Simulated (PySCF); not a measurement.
Predicted microwave data (CAM-B3LYP/def2-SVPD in PySCF (dipole) on a GFN2-xTB geometry, gas phase) for one isomer of C3H11ClSi3:

* Rotational constants: A = 1495, B = 651.4, C = 483.4 MHz
* Dipole components: |μa| = 0.13 D, |μb| = 1.34 D, |μc| = 0.08 D
* Inertial defect: -68.37 u·Å²
* κ: -0.67

Task: Which candidate fits, each taken in the one conformer that was computed?
A. `[CH2:1]=[CH:2][CH2:3][SiH2:4][SiH2:5][SiH2:6][Cl:7]` with C1–C2–C3–Si4 103°, C2–C3–Si4–Si5 -174°, C3–Si4–Si5–Si6 62°, Si4–Si5–Si6–Cl7 -48°
B. `[CH3:1][C@@H:2]1[SiH2:3][CH2:4][Si@H:5]1[SiH2:6][Cl:7]` with C4–Si5–Si6–Cl7 -93°, C1–C2–Si3–C4 -128°, C2–Si3–C4–Si5 6°, Si3–C4–Si5–Si6 -122°, C1–C2–Si5–C4 128°
C. `[CH3:1][Si@@H:2]1[SiH2:3][CH2:4][Si@@H:5]1[CH2:6][Cl:7]` with C4–Si5–C6–Cl7 -167°, C1–Si2–Si3–C4 -123°, Si2–Si3–C4–Si5 8°, Si3–C4–Si5–C6 104°, C1–Si2–Si5–C4 124°

Result: A. It is C=CC[SiH2][SiH2][SiH2]Cl, an asymmetric top, point group C1. The candidates at the same level (rigid rotor, commonest isotopes):

```
                        SMILES  A (MHz)  B (MHz)  C (MHz)  μa (D)  μb (D)  μc (D)  Δ (u·Å²)  point group                        rotor
   C[Si@@H]1[SiH2]C[Si@@H]1CCl     1736    777.8    609.4    1.27    0.52    0.54   -111.52           C1               asymmetric top
      C=CC[SiH2][SiH2][SiH2]Cl     1495    651.4    483.4    0.13    1.34    0.08    -68.37           C1               asymmetric top
C[C@@H]1[SiH2]C[Si@H]1[SiH2]Cl     2539    551.3    498.7    1.65    0.25    0.64   -102.38           C1  near-prolate asymmetric top
```

`C[Si@@H]1[SiH2]C[Si@@H]1CCl` has C 26 % too high; `C[C@@H]1[SiH2]C[Si@H]1[SiH2]Cl` has A 70 % too high. No structure here is proved a minimum.
